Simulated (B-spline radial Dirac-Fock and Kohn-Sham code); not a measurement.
## Subshell photoionisation cross sections of V¹⁰⁺ against photon energy

System: the V¹⁰⁺ ion, 1s2 2s2 2p6 3s2 3p1.

Level of theory: independent-particle photoionisation in a Dirac-Hartree-Slater potential with a Latter tail, all multipoles, thresholds from Dirac-Fock ΔSCF; a radial B-spline solver. Values are in kb per electron; a dash marks an energy below the computed threshold. Values for outer subshells far above threshold carry numerical ripple of a few per cent.

```tsv
hν (eV)	1s	2p3/2	3s	3p1/2	3p3/2
300	–	–	99.3	146	147
600	–	–	30.4	34.9	34.6
876	–	97.4	14.6	13.7	13.5
15000	1.50	0.0110	0.0220	0.00235	0.00218
21000	0.572	0.00317	0.00869	0.000700	0.000639
22162.9	0.489	0.00259	0.00748	0.000575	0.000524
45500	0.0571	0.000169	0.000929	3.93e-05	3.45e-05
108000	0.00395	6.12e-06	6.75e-05	1.55e-06	1.27e-06
130000	0.00222	3.04e-06	3.81e-05	7.81e-07	6.30e-07
200000	0.000586	6.26e-07	1.02e-05	1.67e-07	1.30e-07
```

At 200000 eV the multipoles beyond E1 give 45.8 % of 1s, 55.7 % of 2p3/2, 46.0 % of 3s, 60.2 % of 3p1/2, 55.6 % of 3p3/2.
